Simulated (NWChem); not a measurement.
System: CH6BClSi; SMILES ClB([SiH3])C

```xyz
10

B     -0.4044    -0.1493    -0.0057
Cl     0.7232    -1.5180    -0.0002
C     -1.9446    -0.4099    -0.0025
H     -2.4440     0.1943    -0.7915
H     -2.3592    -0.0123     0.9531
H     -2.2414    -1.4720    -0.1018
Si     0.4525     1.6972     0.0002
H     -0.5550     2.8184     0.0633
H      1.2717     1.8817    -1.2539
H      1.3885     1.8410     1.1743
```
Atoms are numbered in this order, from 1.

Program: NWChem. The geometry was optimised at PBE-D3(BJ)/def2-SVP.

Task: What does the run give for PW6B95/def2-SVP? Quantities: highest occupied level (eV); orbital gap (eV); dipole (D).

Result: The highest occupied level (eV) is -7.86 and the orbital gap (eV) comes out as 6.17. The dipole (D) comes out as 1.34.
